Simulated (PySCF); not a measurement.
Input of a run (PBE0-D3(BJ)/def2-SVP geometry optimisation, gas phase (PySCF 2.14.0)), started from GFN2-xTB:
```
{"job": {"xc": "PBE0", "basis": "def2-SVP", "d3": "d3bj", "grid": 1, "kind": "geom"}, "charge": 0, "multiplicity": 1}
C     -0.356245     1.235349    -1.018601
C     -0.418123     0.349031     0.231757
C     -1.468493    -0.748952     0.028994
B      1.024670    -0.275156     0.559221
O      1.563752    -1.157508    -0.315777
O      1.647476     0.114428     1.698004
H     -1.332603     1.669777    -1.224944
H     -0.049957     0.643575    -1.877447
H      0.359964     2.042265    -0.882603
H     -0.736292     0.973318     1.071906
H     -1.165124    -1.405116    -0.782666
H     -2.435136    -0.312949    -0.217055
H     -1.577278    -1.345805     0.931546
H      2.429405    -1.511495    -0.107147
H      2.509571    -0.262773     1.882900
```

Output (energies in Eh, forces in Eh/bohr):
```
step   0  E = -294.60023498  max force = 0.014153
step   1  E = -294.60220497  max force = 0.002288
step   2  E = -294.60226340  max force = 0.000827
step   3  E = -294.60227584  max force = 0.000500
step   4  E = -294.60228241  max force = 0.000335
optimisation converged
```

Task: Summarise the run.

Result: The energy falls by 1.3 kcal/mol over 5 energy and gradient evaluations, the largest force component goes from 0.0142 to 3.4e-04 Eh/bohr, and the atoms move by 0.034 Å rms after alignment. The bond that changes most is C2–B4 (sp3 carbon bound to boron to three-coordinate boron), which shortens by 0.026 Å. Bonds longer at the end by more than 0.005 Å: 9 of 14; shorter: 1. Among the angles that change most is B4–O6–H15, from 117.5° to 115.2°. The energy never rose by more than 1e-6 Eh on the way. The first step brought 96 % of the lowering.

Task: What are the final bond lengths?

Result: C1–C2 1.531 Å, C2–C3 1.530 Å, C2–B4 1.580 Å, B4–O5 1.367 Å, B4–O6 1.367 Å, C1–H7 1.103 Å, C1–H8 1.102 Å, C1–H9 1.102 Å, C2–H10 1.103 Å, C3–H11 1.102 Å, C3–H12 1.103 Å, C3–H13 1.102 Å, O5–H14 0.961 Å, O6–H15 0.962 Å. Numbering counts from 1 in the input's order; the species is `CC(C)B(O)O`.

The run used 129 basis functions and 31 SCF cycles in all.

PBE0-D3(BJ)/def2-SVP frequencies: not computed here. The numbers are those of one conformer.

The values belong to the conformer `[CH3:1][CH:2]([CH3:3])[B:4]([OH:5])[OH:6]`: C1–C2–B4–O5 -66°, H–O5–B4–C2 179°, H–O6–B4–C2 -179°.
